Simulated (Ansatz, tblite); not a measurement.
Removing and adding an electron: the cluster Zr₄O₈. Charge 0, multiplicity 1. Geometry: PBE-D4/def2-SVP. Ansatz, gas phase; energy differences of separate SCF runs; the oxidised species was run as a doublet alone; the reduced species was run as a doublet alone.

```xyz
12

Zr   -0.509    2.592   -0.425
Zr    0.267   -2.353   -0.167
Zr    1.513    0.506   -0.235
Zr   -1.399    0.103    0.796
O    -0.430    0.576   -0.990
O     0.510   -0.701    1.166
O     0.749   -3.882    0.605
O     1.760   -1.182   -1.125
O     1.376    2.339   -1.108
O    -2.280    1.834    0.185
O    -1.725   -1.665    0.109
O     0.167    1.831    1.189
```

In the def2 sets Zr takes a core potential; there is no spin–orbit coupling. The xTB rows come from tblite. The structure comes from a short search, and lower isomers may exist.

Estimate orbital energies and vertical ionisation energies and electron affinities at: GFN1-xTB; GFN2-xTB; PBE-D4/def2-TZVP; r2SCAN-D4/def2-TZVP; PBE0-D4/def2-TZVP.


| level | −HOMO (eV) | vertical IE (eV) | −LUMO (eV) | vertical EA (eV) | HOMO–LUMO gap (eV) | IE − EA (eV) | remarks |
| --- | --- | --- | --- | --- | --- | --- | --- |
| GFN1-xTB | 10.42 | 12.93 | 8.02 | 5.66 | 2.40 | 7.27 | – |
| GFN2-xTB | 10.40 | 13.00 | 7.60 | 5.33 | 2.79 | 7.67 | – |
| PBE-D4/def2-TZVP | 5.80 | 8.36 | 3.09 | 1.43 | 2.72 | 6.93 | HOMO above zero (-1 doublet) |
| r2SCAN-D4/def2-TZVP | 6.01 | 8.46 | 2.75 | 1.42 | 3.25 | 7.04 | HOMO above zero (-1 doublet) |
| PBE0-D4/def2-TZVP | 7.15 | 8.74 | 2.49 | 1.46 | 4.66 | 7.28 | – |

   A HOMO above zero means that the electron is unbound at that level or that self-interaction error raises the level; the energy of removing that electron tells which. Raw xTB energy differences between charge states are shifted by several eV; the methods need an empirical correction for them. Sets without diffuse functions give affinities that are too small.
